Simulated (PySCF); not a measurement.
# Orbital energies and ionisation energy

Species: SiHMe2(OMe), C3H10OSi.
Cartesian coordinates in Å at the PBE0-D3(BJ)/def2-SVP level; atoms count from 1:
```xyz
15
C3H10OSi angstrom
Si    -0.0042    0.4826    0.2821
H      0.0651    0.7194    1.7643
C      1.7155    0.0775   -0.3436
H      1.6987   -0.1359   -1.4243
H      2.1418   -0.7983    0.1703
H      2.3994    0.9249   -0.1747
C     -0.7271    1.9612   -0.5931
H     -1.7530    2.1563   -0.2461
H     -0.7613    1.7876   -1.6800
H     -0.1230    2.8632   -0.4079
O     -1.0558   -0.7863   -0.0057
C     -0.9263   -2.0564    0.5587
H     -0.0213   -2.5850    0.2025
H     -1.7998   -2.6653    0.2773
H     -0.8815   -2.0215    1.6642
```

Level: B3LYP/def2-SVPD (PySCF). Frontier orbitals with their largest atomic shares (Löwdin; up to four atoms above 4 %):

| orbital | ε (eV) | main atoms |
| --- | --- | --- |
| HOMO−3 | -8.98 | C3 22 %, Si1 20 %, O11 14 %, H2 13 % |
| HOMO−2 | -8.89 | C7 26 %, O11 18 %, Si1 17 %, C12 10 % |
| HOMO−1 | -8.15 | O11 39 %, Si1 14 %, C7 12 %, C12 9 % |
| HOMO | -7.55 | ? |
| LUMO | 0.36 | Si1 19 %, C3 15 %, C12 11 %, H5 8 % |
| LUMO+1 | 0.73 | C7 16 %, C12 15 %, Si1 9 %, H10 9 % |
| LUMO+2 | 1.01 | Si1 16 %, C3 14 %, O11 13 %, H2 11 % |

What vertical ionisation energy does ΔSCF give, and how far is −ε(HOMO) from it?

ΔSCF: 9.77 eV (942 kJ/mol; threshold wavelength 127 nm); ⟨S²⟩ of the doublet left behind is 0.756, against 0.75 for a pure doublet. −ε(HOMO) is 7.55 eV, 2.22 eV below it. For the exact functional −ε(HOMO) would equal the first vertical ionisation energy; B3LYP (global hybrid, 20 % exact exchange) falls short of its own ΔSCF value by 23 %. Holes in the HOMO−1 and HOMO−2 were tried too where these lie within 1.2 eV of the HOMO; the lowest converged state counts.

On which atoms does the HOMO lie?

O11 (oxygen bonded to C and Si) 49 %, C3 (carbon bonded to Si and 3 H) 11 %, Si1 (silicon bonded to 2 C, O and H) 10 %, C12 (carbon bonded to O and 3 H) 10 %. The HOMO−1 lies 0.60 eV lower.

What total energies stand behind the ΔSCF value?

E(N) = -484.90732 Eh and E(N − 1) = -484.54836 Eh at the same geometry, 0.35896 Eh apart.

Shift the occupied levels rigidly so that −ε(HOMO) equals the ΔSCF value. What binding energies result?

The shift is +2.22 eV: HOMO 9.77, HOMO−1 10.37, HOMO−2 11.11, HOMO−3 11.20 eV. A rigid shift is only a rough guide to the deeper ionisations.

What kinetic energy would electrons from this vertical process carry with 118.2 nm light (10.49 eV)?

10.49 − 9.77 = 0.72 eV.

With α = 69.2 au, estimate the like-pair dispersion coefficient by London's formula C6 = (3/4)α²I.

I = 0.3590 Eh, so C6 ≈ 1290 au, a rough estimate.

One conformer (not necessarily the lowest) at the PBE0-D3(BJ)/def2-SVP geometry, without solvent, vibrations or thermal averaging.

These values come from a run that also computed excited states and ΔSCF ions. The run took 3.1 min (grids of density and orbitals included) on one thread, Arm Neoverse N1 (aarch64) (shared host), and the process peaked at 0.90 GiB of memory.
